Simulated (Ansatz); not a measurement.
Harmonic frequencies (cm⁻¹) at PBE0-D4/def2-TZVP from Ansatz: 53, 53, 79, 79, 79, 164, 272, 272, 272.

(1) Which molecule is it?
A. `[I][Ge]([I])([I])[I]`
B. `[Br][GeH]([Br])[Br]`
C. `[Cl][GeH2][Br]`
D. `O=C=[N][GeH]([F])[Cl]`

Answers

(1) A.
